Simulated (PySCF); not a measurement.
**Vertical excitation energies**

Compound: C₂H₇BGeO₃.
InChI=1S/C2H7BGeO3/c4-7-3-5-1-2-6-3/h1-2H2,4H3

Method used: TDDFT CAM-B3LYP/def2-SVPD, vertical, gas phase, core orbitals frozen in the response in PySCF. Geometry: PBE0-D3(BJ)/def2-SVP, one conformer, isolated molecule. Relativistic effects, spin–orbit coupling among them, are left out although an element past zinc is present. Torsions of this conformer, `[GeH3:1][O:2][B:3]1[O:4][CH2:5][CH2:6][O:7]1`: Ge1–O2–B3–O4 179°.

| state | E (eV) | ν̃ (cm⁻¹) | f | main configurations (H = HOMO, L = LUMO) |
| --- | --- | --- | --- | --- |
| S1 | 7.09 | 57180 | 0.0001 | H→L (82%) |
| S2 | 7.47 | 60280 | 0.0006 | H-1→L (74%), H-1→L+1 (11%) |
| S3 | 7.90 | 63680 | 0.024 | H-2→L (65%), H-2→L+1 (19%) |
| S4 | 7.94 | 64050 | 0.0000 | H→L+2 (61%), H→L+1 (17%), H→L+5 (10%) |
| S5 | 8.14 | 65690 | 0.022 | H-1→L+1 (63%), H-1→L (14%) |
| S6 | 8.40 | 67730 | 0.042 | H→L+1 (47%), H→L+3 (13%), H→L+2 (12%) |
| S7 | 8.54 | 68860 | 0.042 | H→L+3 (26%), H→L+1 (21%), H-4→L (14%) |
| S8 | 8.55 | 68980 | 0.073 | H-2→L+1 (42%), H→L+4 (21%), H→L+7 (14%) |
| S9 | 8.57 | 69120 | 0.020 | H→L+4 (36%), H-2→L+1 (28%), H→L+7 (21%) |
| S10 | 8.72 | 70310 | 0.023 | H-3→L (76%) |

Triplets (Tamm–Dancoff): T1 6.93 eV, H→L (76%); T2 7.14 eV, H-1→L (61%), H-1→L+1 (16%); T3 7.46 eV, H-2→L (56%), H-2→L+1 (23%); T4 7.69 eV, H-1→L+1 (45%), H-1→L (13%), H-4→L+1 (10%).

The lowest singlet lies at 7.09 eV (175 nm, vacuum ultraviolet) and is dark (f under 0.0005); its leading configuration is HOMO→LUMO (82%). The strongest level in the table is S8 at 8.55 eV (145 nm, f = 0.073). Löwdin shares by element: HOMO oxygen 57% or more, carbon 18% (atoms not listed hold the other 25%); LUMO boron 35%, germanium 21%, oxygen 6% or more, hydrogen 6% or more (atoms not listed hold the other 32%). Weighted by f, the mean energy of these states is 8.44 eV. Orbital energies (eV): HOMO-3 -11.06, HOMO-2 -10.59, HOMO-1 -10.11, HOMO -9.42, LUMO 0.65, LUMO+1 0.91, LUMO+2 1.45. The listed states span 1.63 eV, and the widest gap between neighbours is 0.42 eV (S2 to S3). The vertical ionisation energy (ΔSCF) is 10.34 eV, 1.62 eV above S10. The window holds the lowest 10 singlets.

Without π bonds the low states are Rydberg-like; a valence basis with one diffuse set may place them up to an eV too high.
